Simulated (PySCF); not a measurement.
[WS(SH)4]- (charge -1 and doublet state).
Bonds: W1–S2, W1–S3, W1–S5, W1–S7, W1–S9. Hydrogens: H4 on S3; H6 on S5; H8 on S7; H10 on S9.

Method: PBE0-D3(BJ)/def2-SVP geometry optimisation, gas phase, def2 core potentials past Kr (PySCF).

(1) How far are the bound atoms from W1?

(2) List the angles at W1.

(3) What is the shape at W1?

(4) What are the other bond lengths?

Answers

(1) 5 atoms: S2 2.138 Å, S7 2.412 Å, S3 2.413 Å, S5 2.414 Å, S9 2.415 Å. The nearest atom not counted as bound is H4, at 2.95 Å.

(2) 
```tsv
angle	degrees	distance of the outer atoms (Å)
S5–W1–S9	143.3	4.58
S3–W1–S7	141.9	4.56
S2–W1–S3	109.5	3.72
S2–W1–S5	109.4	3.72
S2–W1–S7	108.3	3.69
S2–W1–S9	107.0	3.66
S7–W1–S9	89.6	3.40
S3–W1–S9	83.3	3.21
S5–W1–S7	83.1	3.20
S3–W1–S5	80.8	3.13
```

(3) Square pyramidal: τ5 = (β − α)/60° = 0.02 from the two widest angles, 143.3° and 141.9° (0 for a square pyramid, 1 for a trigonal bipyramid). The W–S distances aren't all alike: 2.138 to 2.415 Å.

(4) S3–H4 and 3 like bonds 1.355 Å.

Point group: near Cs, missed by 0.25 Å at most; the miss may be what the optimiser left on a soft mode. Charge -1, doublet. ⟨S²⟩ = 0.761 (exact for a doublet: 0.75). No PBE0-D3(BJ)/def2-SVP frequencies stand behind this structure, so it isn't proved a minimum.
